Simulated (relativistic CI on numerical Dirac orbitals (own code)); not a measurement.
## Rh⁺: L2,3 absorption edge

Computed with this model: Dirac-Coulomb-Breit CI, orbitals from a KLI potential per configuration, QED by a radiative potential, valence Slater integrals scaled by 0.7, multiplet model of core-to-valence dipole absorption; configurations [Kr] 4d8 → [He] 2s2 2p5 3s2 3p6 3d10 4s2 4p6 4d9; 300 K; Lorentzian 1.6 eV and Gaussian 0.5 eV FWHM. Energies are those of the free ion, without screening or charge transfer. The branching ratio is the share of the lower-energy edge in the whole absorption, uncertain by about 0.02 where the edges overlap. S is read from ⟨S²⟩ = S(S + 1).

Field parameters in Wybourne normalisation: D3d B²₀ = −7Dσ, B⁴₀ = −14Dq − 21Dτ, B⁴₃ = −14√(10/7) Dq. The field is a parameter set, without covalency.

free ion: ground-state S = 1.00, centroid 3011.22 eV, branching ratio 0.946. Peaks (eV, height): 3003.5 (100).

D3d, 10Dq = 15850, Dσ = -1200, Dτ = 80 cm⁻¹: ground-state S = 1.00, centroid 3042.15 eV, branching ratio 0.738. Peaks (eV, height): 3004.8 (100), 3147.5 (36).

The statistical ratio of this edge is 2/3 = 0.667. Values above it arise where the holes sit mainly in the j = l + 1/2 valence subshell or the ground state has high spin; values below it where core-valence Coulomb terms move weight to the upper edge, as in nearly empty shells. At deep edges of heavy elements the radial integrals of the two core levels differ, which raises the baseline.

Strongest unbroadened transitions for free ion:

```json
{"Energy (eV)": "3003.29", "Relative strength": "50.1"}
{"Energy (eV)": "3003.62", "Relative strength": "100.0"}
{"Energy (eV)": "3004.21", "Relative strength": "1.9"}
{"Energy (eV)": "3146.39", "Relative strength": "8.7"}
```
